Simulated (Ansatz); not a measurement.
System: C2H7Si, charge 0, multiplicity 2. It need not be the lowest isomer of its formula. SMILES: CC[SiH2]
Geometry from a B3LYP-D3(BJ)/def2-TZVP (Ansatz, a quantum-chemistry and plane-wave program) optimisation:
```xyz
10

C     -1.5047    -0.6675    -0.3072
C     -0.6468     0.5680     0.0106
Si     1.1911     0.1706     0.1835
H     -1.1975    -1.1339    -1.2450
H     -1.4218    -1.4213     0.4779
H     -2.5602    -0.3992    -0.3998
H     -0.7649     1.3213    -0.7731
H     -0.9876     1.0359     0.9381
H      1.7371    -0.3998    -1.0789
H      1.4285    -0.7952     1.2917
```
Charge 0, spin multiplicity 2.

Computed values are from Ansatz. Valence correlation only, unless marked. Open shells are spin-unrestricted. No spin-orbit coupling. No relativistic terms. Basis-set limits of correlation are two-point, X^-3; Hartree-Fock from the larger set.

**Question.** What is the dipole moment at CCSD(T)/aug-cc-pV(D+d)Z?

**Answer.** 0.96 D.

**Question.** What is the T1 diagnostic at CCSD/aug-cc-pV(Q+d)Z?

**Answer.** 0.012.

**Question.** What is the total energy at CCSD(T)/CBS(aug-cc-pV(T+d)Z,aug-cc-pV(Q+d)Z)?

**Answer.** -369.3290 Eh.

**Question.** What is the atomisation energy De at CCSD(T)/CBS(aug-cc-pV(T+d)Z,aug-cc-pV(Q+d)Z)?

**Answer.** 822.6 kcal/mol.
